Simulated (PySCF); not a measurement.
C4H10NOSi2 (doublet state).
Cartesian coordinates in Å at the GFN2-xTB level; atoms count from 1:
```xyz
18
C4H10NOSi2 angstrom
C     -0.3234   -3.3388   -0.9587
C     -0.5427   -2.3161   -0.3624
Si    -0.6737   -0.6690    0.4862
N     -2.1514   -0.0549   -0.1695
C     -2.7790    1.1630    0.2711
Si     0.7858    1.0152    0.0163
O      2.1956    0.3601    0.5381
C      3.4836    0.8617    0.4452
H     -0.1701   -4.2485   -1.4661
H     -0.7333   -1.0161    1.9281
H     -2.8372   -0.7410   -0.4430
H     -3.4274    1.5590   -0.5138
H     -3.3828    1.0208    1.1764
H     -2.0054    1.8993    0.4879
H      1.0474    1.5356   -1.3474
H      3.6723    1.2895   -0.5429
H      4.1877    0.0467    0.6212
H      3.6453    1.6399    1.1971
```

The hyperfine couplings belong to this conformer and change with its torsions.

Identity: `C#C[Si@H](NC)[SiH]OC` [radical].

Theory: UKS B3LYP, pcH-1 on C H N O Si, non-relativistic, mean-field spin-orbit, GIAO in PySCF. The structure is a single GFN2-xTB conformer in the gas phase; no vibrational or solvent corrections. Couplings are sensitive to structure, and on GFN2-xTB geometries they can be far from those on DFT ones, by a factor of two or more for some ions and for spin on atoms past the first row. No stability test was run, so a lower SCF solution isn't excluded.

**Question.** Where do the isotropic ENDOR lines of H15, H10, H16/H17/H18, H12/H13/H14, H9 and H11 fall at 3344.4 mT, to first order?

**Answer.** For S = 1/2 in fast tumbling each set of equivalent nuclei gives two lines, ν± = |νn ± a/2| to first order, with νn = g_N μN B/h and μN/h = 7.62259 MHz/T.

| nuclei | isotope | g_N | νn (MHz) | a_iso (MHz) | lower line (MHz) | upper line (MHz) |
| --- | --- | --- | --- | --- | --- | --- |
| H15 | 1H | 5.5857 | 142.40 | 74.98 | 104.91 | 179.89 |
| H10 | 1H | 5.5857 | 142.40 | -7.25 | 138.77 | 146.02 |
| H16/H17/H18 | 1H | 5.5857 | 142.40 | 5.46 | 139.67 | 145.12 |
| H12/H13/H14 | 1H | 5.5857 | 142.40 | 3.10 | 140.84 | 143.95 |
| H9 | 1H | 5.5857 | 142.40 | -1.67 | 141.56 | 143.23 |
| H11 | 1H | 5.5857 | 142.40 | 0.93 | 141.93 | 142.86 |

**Question.** Which pairs are centred on the nuclear Larmor frequency, and which on half the coupling?

**Answer.** Centred on νn, since |a| < 2νn: H15, H10, H16/H17/H18, H12/H13/H14, H9 and H11. No pair has |a| > 2νn.

**Question.** At what field would the lower line of H15 fall to zero frequency?

**Answer.** Where νn = |a|/2, that is B = 37.49 MHz/(5.5857 × 7.62259 MHz/T) = 881 mT, as far as first order holds there.

Means are taken over nuclei equivalent by connectivity, which assumes that they swap fast. The three 1H nuclei of mean +5.5 MHz run from 1.5 to 11.8 MHz in the frozen geometry. The three 1H nuclei of mean +3.1 MHz run from -0.5 to 5.2 MHz in the frozen geometry.
